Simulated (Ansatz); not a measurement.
`CC[Te][SiH3]`, relaxed with RKS PBE0-D4/def2-TZVP in the Gaussian-basis code of Ansatz from a PBE-D4/def2-SVP geometry. The force threshold is 0.005 eV/Å; the program also tests the step.

Total charge 0; spin multiplicity 1. Te takes the def2 core potential.

Start:

```xyz
12

C     0.906    1.654   -1.297
C     0.030    0.742   -0.450
Te    1.148   -1.063    0.173
Si   -0.788   -2.006    1.463
H     1.800    2.002   -0.740
H     0.334    2.555   -1.606
H     1.256    1.149   -2.220
H    -0.856    0.382   -1.007
H    -0.308    1.236    0.481
H    -0.325   -3.311    2.049
H    -1.216   -1.085    2.576
H    -1.982   -2.254    0.578
```

By how much does the energy fall, and how many steps does the optimiser take? (Best estimate.)

The calculation gave: 1.24 kcal/mol, in 5 steps.

Which bonds change most? (Best estimate.)

The calculation gave: C2–Te3 from 2.213 to 2.166 Å; Te3–Si4 from 2.511 to 2.482 Å; Si4–H11 from 1.506 to 1.487 Å; Si4–H12 from 1.506 to 1.487 Å.

Give the relaxed structure. (Estimate.)

Ansatz gave: 
```xyz
12

C     0.901    1.636   -1.285
C     0.023    0.736   -0.443
Te    1.115   -1.032    0.170
Si   -0.782   -1.991    1.452
H     1.782    1.969   -0.732
H     0.345    2.526   -1.592
H     1.244    1.130   -2.190
H    -0.850    0.391   -0.996
H    -0.309    1.233    0.468
H    -0.307   -3.277    2.023
H    -1.204   -1.082    2.551
H    -1.957   -2.238    0.575
```
